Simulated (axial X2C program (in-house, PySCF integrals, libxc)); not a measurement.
# Which molecule gave these maps?

PBE0 fields computed with an in-house all-electron X2C program for linear molecules (integrals from PySCF), without spin–orbit coupling, near the equilibrium distance, one atom at z = 0.

The maps cover the half plane through the axis: z from -2.4 to 3.6 Å along the bond, ρ from 0.15 to 2.25 Å away from it.

log10 of the density in e/bohr³:

```
 ρ\z  -2.4  -1.8  -1.2  -0.6   0.0   0.6   1.2   1.8   2.4   3.0   3.6
0.15  -3.9  -2.9  -1.6  -0.1   1.8  -0.1  -0.9  -0.8  -1.8  -2.8  -3.6
0.45  -4.0  -2.9  -1.8  -0.4   0.3  -0.4  -1.2  -1.2  -2.0  -2.8  -3.7
0.75  -4.0  -3.0  -2.0  -1.0  -0.4  -1.0  -1.5  -1.7  -2.2  -3.0  -3.8
1.05  -4.1  -3.2  -2.3  -1.5  -1.1  -1.5  -1.8  -2.1  -2.5  -3.2  -3.9
1.35  -4.2  -3.4  -2.6  -2.0  -1.7  -1.9  -2.2  -2.4  -2.9  -3.5  -4.1
1.65  -4.4  -3.6  -2.9  -2.4  -2.2  -2.3  -2.5  -2.8  -3.2  -3.7  -4.4
1.95  -4.6  -3.9  -3.3  -2.8  -2.6  -2.7  -2.9  -3.2  -3.6  -4.0  -4.6
2.25  -4.9  -4.2  -3.6  -3.2  -3.1  -3.1  -3.3  -3.5  -3.9  -4.3  -4.9
```

Electron localisation function (collinear form, no current term, damped to 0 at low density):

```
 ρ\z  -2.4  -1.8  -1.2  -0.6   0.0   0.6   1.2   1.8   2.4   3.0   3.6
0.15  0.00  0.01  0.09  0.71  0.71  0.67  0.76  1.00  1.00  0.92  0.06
0.45  0.00  0.01  0.08  0.57  0.69  0.52  0.65  1.00  0.99  0.89  0.04
0.75  0.00  0.01  0.08  0.35  0.57  0.31  0.53  0.98  0.98  0.78  0.02
1.05  0.00  0.01  0.07  0.22  0.31  0.23  0.46  0.93  0.95  0.49  0.01
1.35  0.00  0.01  0.06  0.17  0.23  0.22  0.40  0.81  0.81  0.15  0.00
1.65  0.00  0.01  0.05  0.13  0.20  0.22  0.34  0.59  0.40  0.02  0.00
1.95  0.00  0.00  0.03  0.10  0.16  0.20  0.25  0.27  0.07  0.00  0.00
2.25  0.00  0.00  0.01  0.06  0.10  0.13  0.12  0.06  0.01  0.00  0.00
```

Which molecule is it?
A. TiC
B. NaDb⁺
C. BhO⁻
D. AgH

D. AgH, with Ag at z = 0 and H at z = 1.625 Å, state M_S = 0, Λ = 0 (closed shell), basis Ag dyall-cv3z [12s12p8d5f3g], H dyall-v3z [6s2p1d] (cores contracted in-house). Occupations by symmetry block were frozen at the best pattern of an incomplete PBE0 search.
